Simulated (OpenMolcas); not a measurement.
## OpenMolcas input wanted

[C2HF3O2]−: 8 atoms, total charge -1, spin state doublet. As SMILES of the parent species, `O=C(O)C(F)(F)F`. The coordinates come from a GFN2-xTB relaxation. This is one conformer, not always the lowest. That shape belongs to the parent species and isn't relaxed for this state.

```tsv
atom	x (Å)	y (Å)	z (Å)
O	1.7223	-0.3186	0.2096
C	0.5326	-0.3569	0.2146
O	-0.2286	-1.2937	0.7406
C	-0.3680	0.7414	-0.4310
F	0.3615	1.7256	-0.9473
F	-1.1967	1.2755	0.4714
F	-1.1178	0.2291	-1.4123
H	0.2949	-2.0024	1.1543
```

Settings wanted:

```
method                 : DFT
reference              : UKS
integral approximation : RICD
basis set              : cc-pVTZ
task                   : gradient
functional             : HCTH407
nucleus                : point
integration grid       : Coarse
```

Problem. Give an OpenMolcas 26.06 job that does this.

Solution. This one ran through:

geom.xyz:
```
8

O      1.722320    -0.318620     0.209600
C      0.532580    -0.356930     0.214640
O     -0.228650    -1.293700     0.740610
C     -0.368010     0.741380    -0.430980
F      0.361470     1.725630    -0.947290
F     -1.196750     1.275490     0.471380
F     -1.117830     0.229130    -1.412310
H      0.294870    -2.002390     1.154340
```

job.inp:
```
>>> EXPORT MOLCAS_PRINT=2

&gateway
 baslib=$CurrDir
 coord=geom.xyz
 basis=cc-pVTZ
 group=NoSym
 ricd

&seward
 gridinput
 Grid=Coarse
 End of Grid

&scf
 uhf
 charge=-1
 spin=2
 ksdft=GGA_XC_HCTH_407
 prorbitals=1 1

&alaska
```

```bash
$ export MOLCAS_MEM=1860
$ pymolcas job.inp > job.log
```

(Basis files named in the input come from the Basis Set Exchange and aren't shown.)

Calculated total energy: -526.81183 Eh, largest force 6.655 eV/Å. The HOMO lies above zero, from self-interaction, a short basis or an unbound electron. Without diffuse functions such a state is poorly described. The shape is far from stationary at this level.
